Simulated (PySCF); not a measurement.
# Spin-state energies of [Cr(NH3)5]2+

[Cr(NH3)5]2+: Cr(II) (d4), charge +2. The structure is a PBE0-D3(BJ)/def2-SVP, IEF-PCM water geometry optimised for multiplicity 5; coordination square pyramidal, point group C1, metal–donor distances 2.13–2.33 Å.

```
21

Cr    0.0000    0.0000    0.0000
N     2.1221   -0.0398   -0.1948
H     2.4524   -0.7609   -0.8396
H     2.5415    0.8333   -0.5199
H     2.5699   -0.2455    0.7013
N    -2.1255    0.0160   -0.1599
H    -2.5441    0.8426    0.2716
H    -2.4580    0.0103   -1.1267
H    -2.5709   -0.7851    0.2920
N     0.0255   -2.1244   -0.1581
H     0.3270   -2.4583   -1.0762
H     0.6722   -2.5419    0.5149
H    -0.8784   -2.5683    0.0144
N    -0.0303    2.1235   -0.1638
H     0.8914    2.5641   -0.1536
H    -0.4874    2.4561   -1.0156
H    -0.5460    2.5472    0.6109
N    -0.0392   -0.0114    2.3284
H     0.8922    0.0181    2.7464
H    -0.5440    0.7824    2.7255
H    -0.4874   -0.8441    2.7139
```

Method (PySCF 2.14, density fitting): CASSCF(4,5) with orbitals averaged over all microstates of the shell, strongly contracted NEVPT2 on the averaged canonical orbitals; basis x2c-TZVPall on the metal, x2c-SVPall elsewhere; spin-free X2C; IEF-PCM water; spin-orbit coupling by state interaction with the mean-field operator over all roots.

The unrestricted Kohn–Sham energies use the same basis, Hamiltonian, solvent and geometry. All energies are vertical, in cm⁻¹ above the lowest state with 2S+1 = 5; a negative value means that the lower spin is more stable. A dash marks a spin without a sound unrestricted solution.

```tsv
method	2S+1 = 3	2S+1 = 1
TPSSh	11118	–
B3LYP	11248	–
PBE0	13291	–
```

Problem. What do CASSCF and NEVPT2 in the d shell give?

Solution. 
```json
{"method": "CASSCF", "2S+1 = 3": "16752", "2S+1 = 1": "26214"}
{"method": "NEVPT2", "2S+1 = 3": "14861", "2S+1 = 1": "23883"}
```

Problem. How does exact exchange act on the 2S+1 = 3 state?

Solution. From TPSSh (10 % exact exchange) to PBE0 (25 %) it moves by +2173 cm⁻¹ against the high-spin state, so more exact exchange favours high spin, the usual trend.

The functionals differ in more than their exact exchange.

The active space of the d orbitals alone lacks metal–ligand bonding pairs, which usually tilts NEVPT2 towards high spin.
